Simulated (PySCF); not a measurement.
Shapes and spin states of WCl2

Level of theory: B3LYP/[W def2-TZVP with ECP60, Cl def2-TZVP], scalar-relativistic core potentials, density fitting, no spin–orbit coupling, PySCF.

Relaxations began from a few typed shapes and spin states; open shells are unrestricted. The search is not exhaustive: other isomers or separated fragments can lie lower, and high-lying points may rest on an excited occupation.

```tsv
spin	group	bonds	angles	imaginary modes (cm⁻¹)	ΔE (kJ/mol)	ΔE with ZPE (kJ/mol)
quintet	C2v	W–Cl 2.287 Å (×2)	Cl–W–Cl 141.9°	none	0.0	0.0
quintet	D∞h	W–Cl 2.301 Å (×2)	Cl–W–Cl 180.0°	50i	5.8	–
triplet	D∞h	W–Cl 2.227 Å (×2)	Cl–W–Cl 180.0°	none	18.4	18.9
broken-symmetry Ms = 0 (⟨S²⟩ 1.00)	D∞h	W–Cl 2.227 Å (×2)	Cl–W–Cl 180.0°	none	40.5	41.0
singlet (closed shell, unstable to spin polarisation)	D∞h	W–Cl 2.224 Å (×2)	Cl–W–Cl 180.0°	none	95.4	95.8
```

The lowest minimum found is the quintet C2v: W–Cl 2.287 Å (×2); Cl–W–Cl 141.9°.

Formally W is in oxidation state +2, d4, with 4 unpaired electrons (the high-spin count). The Mulliken spin on W is 3.96. The polar-tensor charge on W, 1.09, is far below the formal one.

For the lowest minimum: open d and f shells are described by one determinant, and the ground state may have another occupation or spin. With an element this heavy the missing spin–orbit coupling can shift these numbers.

The electron or spin density has lower symmetry than the nuclear frame for the quintet D∞h at 5.8 kJ/mol, broken-symmetry Ms = 0 (⟨S²⟩ 1.00) D∞h at 40.5 kJ/mol.
